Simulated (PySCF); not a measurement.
Input for PySCF: R-M06-2X/def2-TZVPPD on CH5N (SMILES CN).

```python
from pyscf import gto, dft

mol = gto.M(
    atom='''
    C    -0.17861423    0.55785707    3.53968958
    N     0.37093694   -0.71083603    3.06515167
    H    -1.19647358    0.66935234    3.16338732
    H     0.40796863    1.37878840    3.12487285
    H    -0.20378821    0.67415677    4.63171466
    H    -0.16538628   -1.49427720    3.41695623
    H     1.32519439   -0.83459151    3.38013565
    ''',
    basis='def2-tzvppd',
    charge=0, spin=0, verbose=4, max_memory=1800)
mf = dft.RKS(mol, xc='m062x').density_fit(auxbasis='def2-universal-jkfit')
mf.grids.level = 4
mf.conv_tol = 1e-9
mf.max_cycle = 150
mf.kernel()
mf.dip_moment()
```

The log:

```
PySCF version 2.14.0

[INPUT] verbose = 4
[INPUT] num. atoms = 7
[INPUT] num. electrons = 18
[INPUT] charge = 0
[INPUT] spin (= nelec alpha-beta = 2S) = 0
[INPUT] symmetry False subgroup None
[INPUT] Mole.unit = angstrom
[INPUT] Symbol           X                Y                Z      unit          X                Y                Z       unit  Magmom
[INPUT]  1 C     -0.178614230000   0.557857070000   3.539689580000 AA   -0.337531976650   1.054197078952   6.689043872177 Bohr   0.0
[INPUT]  2 N      0.370936940000  -0.710836030000   3.065151670000 AA    0.700969226084  -1.343285416173   5.792297186553 Bohr   0.0
[INPUT]  3 H     -1.196473580000   0.669352340000   3.163387320000 AA   -2.261007381478   1.264892603437   5.977935660722 Bohr   0.0
[INPUT]  4 H      0.407968630000   1.378788400000   3.124872850000 AA    0.770948978114   2.605532459727   5.905153860589 Bohr   0.0
[INPUT]  5 H     -0.203788210000   0.674156770000   4.631714660000 AA   -0.385103904315   1.273971660321   8.752672194533 Bohr   0.0
[INPUT]  6 H     -0.165386280000  -1.494277200000   3.416956230000 AA   -0.312534773961  -2.823774662182   6.457111454326 Bohr   0.0
[INPUT]  7 H      1.325194390000  -0.834591510000   3.380135650000 AA    2.504254458910  -1.577149379787   6.387530642379 Bohr   0.0

nuclear repulsion = 42.02096588398
number of shells = 61
number of NR pGTOs = 199
number of NR cGTOs = 159
basis = def2-tzvppd
ecp = {}


******** <class 'pyscf.df.df_jk.DFRKS'> ********
method = DFRKS
initial guess = minao
damping factor = 0
level_shift factor = 0
DIIS = <class 'pyscf.scf.diis.CDIIS'>
diis_start_cycle = 1
diis_space = 8
diis_damp = 0
SCF conv_tol = 1e-09
SCF conv_tol_grad = None
SCF max_cycles = 150
direct_scf = False
XC library pyscf.dft.libxc version 7.1.2
    S. Lehtola, C. Steigemann, M. J. T. Oliveira, and M. A. L. Marques,  SoftwareX 7, 1–5 (2018)
XC functionals = m062x
    Y. Zhao and D. G. Truhlar,  Theor. Chem. Acc. 120, 215 (2008)
    Y. Zhao and D. G. Truhlar,  Theor. Chem. Acc. 120, 215 (2008)
radial grids:
    Treutler-Ahlrichs [JCP 102, 346 (1995); DOI:10.1063/1.469408] (M4) radial grids

becke partition: Becke, JCP 88, 2547 (1988); DOI:10.1063/1.454033
pruning grids: <function nwchem_prune>
grids dens level: 4
symmetrized grids: False
atomic radii adjust function: <function treutler_atomic_radii_adjust>
small_rho_cutoff = 0
Set gradient conv threshold to 3.16228e-05
Initial guess from minao.
tot grids = 135024
******** <class 'pyscf.df.df.DF'> ********
auxbasis = def2-universal-jkfit
init E= -95.8598020776704
  HOMO = -0.290425075900572  LUMO = 0.00197770823667377  gap/eV = 7.95669
cycle= 1 E= -95.8287741342422  delta_E= 0.031  |g|= 0.271  |ddm|= 1.68
  HOMO = -0.254759605504681  LUMO = 0.0225585341901373  gap/eV = 7.54621
cycle= 2 E= -95.8332498920985  delta_E= -0.00448  |g|= 0.253  |ddm|= 0.674
  HOMO = -0.309861827356812  LUMO = 0.0198963350728425  gap/eV = 8.97318
cycle= 3 E= -95.8461877636514  delta_E= -0.0129  |g|= 0.0335  |ddm|= 0.291
  HOMO = -0.30614769356152  LUMO = 0.0203827039586552  gap/eV = 8.88534
cycle= 4 E= -95.8463988651435  delta_E= -0.000211  |g|= 0.00805  |ddm|= 0.041
  HOMO = -0.306339502154529  LUMO = 0.0203850233628823  gap/eV = 8.89063
cycle= 5 E= -95.8464122491681  delta_E= -1.34e-05  |g|= 0.0028  |ddm|= 0.00824
  HOMO = -0.306368014765226  LUMO = 0.0203225680245981  gap/eV = 8.88970
cycle= 6 E= -95.8464141646867  delta_E= -1.92e-06  |g|= 0.00052  |ddm|= 0.0032
  HOMO = -0.306320214814221  LUMO = 0.0203315117591859  gap/eV = 8.88865
cycle= 7 E= -95.8464142458404  delta_E= -8.12e-08  |g|= 7.34e-05  |ddm|= 0.00139
  HOMO = -0.306328358092749  LUMO = 0.0203287401275672  gap/eV = 8.88879
cycle= 8 E= -95.8464142498299  delta_E= -3.99e-09  |g|= 2.02e-05  |ddm|= 0.000441
  HOMO = -0.306329891896759  LUMO = 0.0203285479169727  gap/eV = 8.88883
cycle= 9 E= -95.8464142501583  delta_E= -3.28e-10  |g|= 3.8e-06  |ddm|= 0.000136
  HOMO = -0.306329295036136  LUMO = 0.0203285343653988  gap/eV = 8.88881
Extra cycle  E= -95.8464142501649  delta_E= -6.65e-12  |g|= 2.4e-06  |ddm|= 1.09e-05
converged SCF energy = -95.8464142501649
Dipole moment(X, Y, Z, Debye):  0.05090, -0.04279,  1.28821
```

Self-consistency was reached.

Cost: about 27 core-seconds (a rough figure).
